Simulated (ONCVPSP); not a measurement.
Pt (Z = 78): one change to an ONCV potential, before and after

platinum (Pt), optimised norm-conserving Vanderbilt (ONCV), made with ONCVPSP 4.0.1 (PBE, scalar-relativistic). Core [Xe] 4f14, reference 5d9 6s1. Waves: 6s: rc 2.50 bohr, ncon 4, nbas 8, qcut 2.1 1/bohr, 2 projectors, debl 1.9 Ha; p scattering state at 0.08 Ha: rc 2.25 bohr, ncon 4, nbas 7, qcut 3 1/bohr, 3 projectors, debl 0.4 Ha; 5d: rc 1.30 bohr, ncon 5, nbas 8, qcut 7.1 1/bohr, 2 projectors, debl 0.4 Ha; f scattering state at 0.09 Ha: rc 2.45 bohr, ncon 5, nbas 10, qcut 5.3 1/bohr, 2 projectors, debl 3.4 Ha. Local part: polynomial inside 1.25 bohr (lpopt 3, dvloc0 0 Ha). Core correction: polynomial model core, fcfact 0.15.

Change: s: qcut 2.3; p: qcut 3.3; d: qcut 7.8; f: qcut 5.8.

Cutoffs: the cutoffs (Ha) at which the residual kinetic energy of the hardest occupied pseudo-wave falls to 1 and 0.1 mHa per electron; they do not see the model core or the augmentation charge, which bear on the density cutoff. Errors are all-electron minus pseudo energies relative to the spin-unpolarised reference configuration.

Problem. What does the change do?

Solution. The potential gets softer (19 Ha and 52 Ha → 19 Ha and 36 Ha); both files keep a bound ghost (p, s); of the 4 tests that both files solve, the error grows in 2 and shrinks in 0 by more than 15 % and 0.3 meV (median size 30.0 → 28.9 meV).

| quantity | base | changed |
| --- | --- | --- |
| cutoff, loose | 19 Ha | 19 Ha |
| cutoff, tight | 52 Ha | 36 Ha |
| loose cutoff by channel | s 18 Ha, d 19 Ha | s 12 Ha, d 19 Ha |
| bound ghosts | s, p | s, p |
| GHOST(+) flags under 300 eV | p at 115.4 eV | p at 115.0 eV, f at 239.8 eV |
| error for 5d9 6s0, meV [ΔE 9.19 eV] | -10.0 | -12 |
| error for 5d8 6s0, meV [ΔE 29.16 eV] | -50 | -46 |
| error for 5d7 6s0, meV [ΔE 61.38 eV] | -226 | -213 |
| error for 5d9.5 6s0.5, meV [ΔE -0.12 eV] | -5.9 | -7.2 |
| s: phases at 2.54 bohr within 0.05 rad from the reference energy up to (Ha; the scan ends near 5) | n/a | n/a |
| p: phases at 2.28 bohr within 0.05 rad from the reference energy up to (Ha; the scan ends near 5) | 3.6 | 3.5 |
| d: phases at 1.32 bohr within 0.05 rad from the reference energy up to (Ha; the scan ends near 5) | to the end of the scan | to the end of the scan |
| f: phases at 2.48 bohr within 0.05 rad from the reference energy up to (Ha; the scan ends near 5) | to the end of the scan | to the end of the scan |
| rms error of d²Exc/dni dnj with the model core, mHa | 1.32 | 1.32 |

 A true bound ghost makes a file unfit for plane-wave use even where its test errors are small: the radial tests pick states by their node count and pass the ghost by.
